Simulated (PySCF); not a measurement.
# Stationary points of SeF₃⁻

Computed with PBE0 in PySCF with Se def2-SVPD, F def2-SVPD; no relativity; density-fitted integrals.

Relaxations began from a few typed shapes. The search is not exhaustive: other isomers or separated fragments can lie lower, and high-lying points may rest on an excited occupation.

Question: Which is the lowest minimum found?
A. singlet Cs: Se–F 1.787 Å, Se–F 1.998 Å (×2); F–Se–F 71.7°, F–Se–F 95.1° (×2)
B. singlet C2v: Se–F 1.797 Å, Se–F 1.934 Å (×2); F–Se–F 86.5° (×2), F–Se–F 173.0°
C. singlet D3h: Se–F 1.943 Å (×3); F–Se–F 120.0° (×3)

Answer: B. The others lie at 48.6 (singlet D3h, a saddle point), 247.7 (singlet Cs, a saddle point) kJ/mol above it.

Counting electrons, selenium keeps 4 of its valence electrons outside its bonds, so the VSEPR class is AX3E2 and the expected shape is T-shaped (C2v), as computed.

For the lowest minimum: the lowest empty level of this anion is unbound, so it and the gap depend on the basis.
